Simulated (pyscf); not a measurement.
A first-order saddle from PySCF, ωB97X-D3(BJ)/def2-SVP:

```xyz
7

F      1.4298     0.4891    -0.4983
C      0.1439     0.4462    -0.1038
F     -0.2312     1.6793     0.2829
C     -0.7495    -1.0923     0.3378
C     -0.7861    -0.3957    -0.7986
H      0.1490    -0.2350     0.9426
H     -1.2774    -0.4432    -1.7665
```

Surface: singlet, charge 0. Lowest wavenumbers (cm⁻¹): 564i, 318, 437, 486, 698.

### Question
Which two sides does it connect, and which bonds change?

### Answer
:C=CH–CH(F)–F (SMILES [C]=CC(F)F) [singlet] <-> C₃H₂F₂ (SMILES FC1(F)C=C1), a rearrangement read from left to right: C–H broken and C–C, C–H formed. At CCSD(T)/def2-TZVPP + ΔMP2(QZVPP) it lies +17.2 kcal/mol from the left side and +52.5 kcal/mol from the right (each side as separated species at their lowest minima found). :C=CH–CH(F)–F [singlet] lies 42.1 kcal/mol over its isomer HC≡C–CH(F)–F (electronic energy, ωB97M-D3(BJ)/def2-TZVP). cyclic C₃H₂F₂ (SMILES FC1(F)C=C1) lies 6.9 kcal/mol over its isomer HC≡C–CH(F)–F (electronic energy, ωB97M-D3(BJ)/def2-TZVP). One saddle was located; it need not be the lowest between these sides. The CCSD(T) − MP2 part came from Ansatz, without density fitting, on the same reference.
